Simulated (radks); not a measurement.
Problem. Excited configurations of Kr IV: one electron is placed in a higher orbital outside [Ar] 3d10 4s2 4p2. The ground configuration is [Ar] 3d10 4s2 4p3. All-electron calculation, scalar-relativistic Kohn-Sham, BLYP, spin-polarised, spherical densities, finite nucleus; open shells are filled with parallel spins first; Fermi nuclear charge, rms radius 4.1884 fm. Program: a radial shooting solver on a logarithmic mesh with Libxc functionals. Excitation = E - E(ground); binding = E(ion) - E, where the ion is the core of charge +4; n* = 4/sqrt(2 binding) in atomic units, and the quantum defect is n - n*.

outer orbital  excitation (eV)  binding (eV)     n*  quantum defect  eigenvalue (eV)  <r> (bohr)
4f                      35.837        14.990  3.811           0.189          -12.305       3.799
5s                      24.631        26.195  2.883           2.117          -23.114       3.227
5p                      29.215        21.611  3.174           1.826          -18.983       3.675
5d                      35.612        15.215  3.783           1.217          -13.353       4.809
6p                      38.045        12.781  4.127           1.873          -11.335       6.361
6f                      43.813         7.013  5.571           0.429           -6.169       10.45
7s                      41.364         9.463  4.796           2.204           -8.493       8.879
7p                      42.356         8.471  5.070           1.930           -7.568       9.709
7f                      45.641         5.185  6.480           0.520           -4.606       14.78

Estimate the row for 6d.

Solution. excitation (eV) 41.076; binding (eV) 9.750; n* 4.725; quantum defect 1.275; eigenvalue (eV) -8.590; <r> (bohr) 7.882. The Delta-SCF ionisation energy is 50.826 eV (NIST Atomic Spectra Database: 50.9 eV, measured). Self-interaction in the functional shifts the binding energies and quantum defects, so they are the method's values and not measured ones. Open shells are spherical and high-spin; term and fine-structure splittings are not resolved.
